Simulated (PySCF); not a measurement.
# One molecule, several mistakes: B2CH5O cation

Calculated results; nothing here was measured. They come from PySCF 2.14.0, an open-source quantum chemistry program, on an isolated molecule that a program drew, which may never have been made. The molecule is B2CH5O cation (charge +1, singlet), drawn as the SMILES string `C[B+]BO`.

Each row is a Hartree-Fock (HF) and frozen-core CCSD(T) single point in the cc-pVDZ basis, meant for a local HF minimum. Run 1 is clean. Each other run has one planted mistake out of seven kinds, and not every kind appears here: one electron removed, one electron added, multiplicity raised by two, geometry at a saddle point, minimal basis STO-3G, one bond length entered in bohr, all coordinates scaled. The reference is restricted for singlets and unrestricted otherwise, and also for a bond in bohr. Adding or removing an electron swaps singlet and doublet. Electrons count all cores. HOMO and LUMO are orbital energies over both spins, the gradient is its largest component, and the lowest frequency (negative if imaginary) is given only where the gradient is small. Bond lengths are over the 8 bonds as drawn. T1 is the CCSD diagnostic: over 0.02 (restricted) or 0.045 (unrestricted) a single reference is doubtful.

Geometry of the clean run:
```xyz
9
B2CH5O cation, angstrom
C    -2.4623   -0.3795    0.0876
B    -1.0637    0.0835    0.3170
B     0.5321    0.7305    0.6884
O     1.6521    0.3108    0.1420
H    -2.4791   -1.2196   -0.6178
H    -3.0621    0.4448   -0.3217
H    -2.9061   -0.7010    1.0395
H     0.5181    1.6047    1.4978
H     1.6675   -0.3836   -0.5016
```

| run | electrons | basis functions | <S^2> | HOMO (eV) | LUMO (eV) | gradient (hartree/bohr) | lowest frequency (cm^-1) | mean bond (Å) | longest bond (Å) | T1 | HF (hartree) | CCSD(T) (hartree) | mistake |
|---|---|---|---|---|---|---|---|---|---|---|---|---|---|
| 1 | 28 | 81 | 0.000 | -17.93 | -5.17 | 2.5e-05 | 22 | 1.2500 | 1.762 | 0.0174 | -164.76605 | -165.28406 | no fault |
| 2 | 28 | 81 | 0.708 | -17.77 | -5.92 | 2.0e-02 | - | 1.3721 | 2.076 | 0.0598 | -164.63946 | -165.15503 | one bond length entered in bohr |
| 3 | 28 | 81 | 2.020 | -14.65 | -8.22 | 5.3e-02 | - | 1.2500 | 1.762 | 0.0272 | -164.63578 | -165.15218 | multiplicity raised by two |
| 4 | 29 | 81 | 0.761 | -6.96 | 2.33 | 7.8e-02 | - | 1.2500 | 1.762 | 0.0149 | -164.98793 | -165.51765 | ? |

**Which mistake was planted in run 4, and what did it cost?**

It counts 29 electrons, one more than the clean run, at the same geometry and basis. So the mistake is: one electron added. Subtracting run 1 and multiplying by 627.51 kcal/mol a hartree, the energy moved by -139.2 kcal/mol in HF and -146.6 kcal/mol in CCSD(T).

Cautions from the logs. Run 2: T1 is over the limit, so its CCSD(T) energy is less reliable.
